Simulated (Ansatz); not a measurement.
Dimer: H2S (SMILES S) (first 3 atoms) with GeH4 (SMILES [GeH4]); geometry from B3LYP-D3(BJ)/def2-TZVP, rigid monomers moved along the line of their centres of mass till S1···Ge4 is 3.47 Å.
(charge 0, multiplicity 1):
```xyz
8

S      0.156    -0.375    -0.314
H      0.278    -1.634     0.138
H     -1.172    -0.372    -0.119
Ge     0.003     0.128     3.119
H     -0.124     0.279     4.646
H     -1.004    -0.929     2.640
H      1.428    -0.323     2.772
H     -0.302     1.474     2.449
```

Interaction energies are E(AB) − E(A) − E(B) at the monomers' geometry in the complex; basis-set methods are counterpoise corrected.

Correlated levels freeze the cores. Filled d and f shells under p-block atoms count as core.

Codes used: Ansatz (Gaussian basis) for Hartree–Fock, density functionals and correlated methods. 

**Question.** What interaction energy does B3LYP/def2-TZVPPD give?

**Answer.** 2.1 kcal/mol

**Question.** Estimate the interaction energy that SCS-MP2/def2-TZVPPD returns for this input.

**Answer.** 0.7 kcal/mol

**Question.** What is the computed interaction energy (wB97M-V/def2-TZVPPD)?

**Answer.** -0.4 kcal/mol

Ansatz is an electronic-structure program.
